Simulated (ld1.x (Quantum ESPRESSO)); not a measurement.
## Which change was made? (Ti, TM)

```json
{"Element": "titanium", "Generator": "ld1.x (Quantum ESPRESSO) 7.5", "Type": "norm-conserving Troullier–Martins (Kleinman–Bylander form)", "Functional": "Wu–Cohen", "Relativity": "scalar-relativistic", "Frozen core": "[Ne]", "Valence charge": "12", "Reference configuration": "3s2 3p6 3d2 4s2 4p0", "Partial waves": "3s (bound): rc 0.90 bohr; 3p (bound): rc 0.90 bohr; 3d (bound): rc 1.30 bohr", "Local potential": "all-electron potential smoothed inside 1.15 bohr (lloc = -1)", "Core correction": "none"}
```

Occupied shells without a wave of their own: 4s. They enter only through the test configuration that unscreens the potential.

Cutoffs, loose and tight: the cutoffs (Ry, on a coarse ladder) from which the occupation-weighted sum of valence levels, in a spherical-Bessel basis at the reference potential, stays within 10 and 1 mRy of its value at 400 Ry. They do not see the model core or the augmentation charge, which bear on the density cutoff. Test errors are all-electron minus pseudo excitation energies from the reference, over the configurations 3s2 3p6 3d2 4s1 4p0; 3s2 3p6 3d2 4s0 4p0; 3s2 3p6 3d1 4s0 4p0; 3s2 3p6 3d1 4s2 4p1; 3s2 3p5 3d2 4s2 4p0; 3s2 3p6 3d3 4s0 4p0; 3s1 3p6 3d2 4s2 4p0; variants that change the core or the reference have their own tests.

The base gives: outcome: generated; cutoff, loose: 140 Ry; cutoff, tight: 230 Ry; bound ghosts: none; largest test error (meV): -265.

Task: After one change the result is: outcome: generated; cutoff, loose: 300 Ry; cutoff, tight: over 300 Ry; bound ghosts: none; largest test error (meV): -465. Which change was it?
A. wave 3s (bound): rc 0.90 bohr becomes 3s (bound): rc 1.32 bohr
B. wave 3s (bound): rc 0.90 bohr becomes 3s (bound): rc 0.68 bohr
C. wave 3s (bound): rc 0.90 bohr becomes 3s (bound): rc 1.08 bohr
D. wave 3s (bound): rc 0.90 bohr becomes 3s (bound): rc 1.20 bohr

Result: B. The others give: wave 3s (bound): rc 0.90 bohr becomes 3s (bound): rc 1.32 bohr → outcome: generated; cutoff, loose: 100 Ry; cutoff, tight: 160 Ry; bound ghosts: none; largest test error (meV): -816 | wave 3s (bound): rc 0.90 bohr becomes 3s (bound): rc 1.08 bohr → outcome: generated; cutoff, loose: 120 Ry; cutoff, tight: 200 Ry; bound ghosts: none; largest test error (meV): -367 | wave 3s (bound): rc 0.90 bohr becomes 3s (bound): rc 1.20 bohr → outcome: generated; cutoff, loose: 110 Ry; cutoff, tight: 180 Ry; bound ghosts: none; largest test error (meV): -531.
